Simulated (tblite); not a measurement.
Species: C₆H₁₀O₂S.
Structure used (GFN2-xTB), in Å, numbered top down from 1:
```xyz
19
C6H10O2S angstrom
C      3.0880   -0.9571   -0.1539
S      2.1235    0.1372    0.9211
C      0.6281    0.3106   -0.1282
C     -0.3184    1.3086    0.5158
C     -1.6880    1.1721   -0.1367
C     -2.2026   -0.2323    0.1488
C     -1.1983   -1.3134   -0.1895
O     -1.5083   -2.4610   -0.3514
O      0.0967   -0.9832   -0.3192
H      2.4941   -1.8380   -0.3747
H      3.3561   -0.4267   -1.0638
H      3.9804   -1.2301    0.3989
H      0.9671    0.6620   -1.1119
H      0.0945    2.3094    0.3935
H     -0.3927    1.0992    1.5853
H     -2.3794    1.9154    0.2613
H     -1.6022    1.3303   -1.2145
H     -2.4305   -0.3395    1.2136
H     -3.1179   -0.4541   -0.4018
```

All values are computed: GFN2-xTB (tblite) harmonic vibrations without scaling, gas phase. The method is semi-empirical: single wavenumbers can be off by several per cent or more. One conformer, not necessarily the lowest.

Harmonic wavenumbers (cm⁻¹): 46.9, 62.3, 87.7, 144.3, 154.4, 260.9, 272.8, 338.7, 416.2, 440.3, 505.1, 560.7, 623.1, 737.4, 752.9, 793.6, 876.9, 927.7, 952.5, 953.6, 957.3, 969.8, 1055.5, 1081.6, 1101.8, 1138.8, 1168.0, 1201.9, 1208.4, 1228.7, 1296.9, 1310.8, 1312.7, 1328.2, 1338.3, 1441.9, 1442.8, 1442.9, 1477.5, 1490.3, 1769.7, 2876.5, 2957.8, 2975.8, 2988.4, 2997.5, 3005.0, 3014.0, 3021.4, 3046.8, 3066.8.

A = 2301, B = 1009, C = 756.2 MHz; mass 146.040 u (most abundant isotopes); point group C1, symmetry number 1.

Zero-point energy?

½Σν̃ = 33311 cm⁻¹ = 95.24 kcal/mol.

What is S at 298.15 K and 1 bar for an ideal gas of classical rigid rotors and harmonic oscillators?

Translation 40.87, rotation 29.59, vibration 28.23: S = 98.7 cal/(mol K).

And Cp and H(298.15 K) − H(0)?

Cp = 36.86 cal/(mol K), of which vibrations give 28.91 (their classical limit is 51 R = 101.3); H(298.15 K) − H(0) = 6.71 kcal/mol without the zero-point energy, 4.34 from vibrations.

How do the functions run with temperature in this model?

```csv
T (K),S (cal/(mol K)),Cp (cal/(mol K)),H − H(0) (kcal/mol),G − H(0) (kcal/mol),ln q(vib)
50,59.8,13.5,0.51,-2.48,0.59
100,70.7,18.4,1.32,-5.76,1.87
373.15,107.8,44.6,9.77,-30.46,8.72
500,122.5,56.1,16.18,-45.08,11.84
750,148.5,72.1,32.35,-79.04,17.88
1000,170.8,82.3,51.73,-119.02,23.59
```

q(vib) and H(0) count from the zero-point level.

Which modes carry the vibrational entropy at 298.15 K?

46.9 cm⁻¹: 4.94; 62.3 cm⁻¹: 4.38; 87.7 cm⁻¹: 3.71; 144.3 cm⁻¹: 2.75; 154.4 cm⁻¹: 2.62; 260.9 cm⁻¹: 1.66 cal/(mol K); the other 45 give 8.18 together.

Hindered rotation and anharmonicity are outside this model. Other conformers, if any are populated, would add a mixing term that is left out. The structure is chiral; the term R ln 2 for an equal mix with its mirror image is left out.

Time: 0.74 s of wall time. Hardware: one thread, Arm Neoverse V1 (aarch64), on a shared host. The figure is for the frequency step alone.
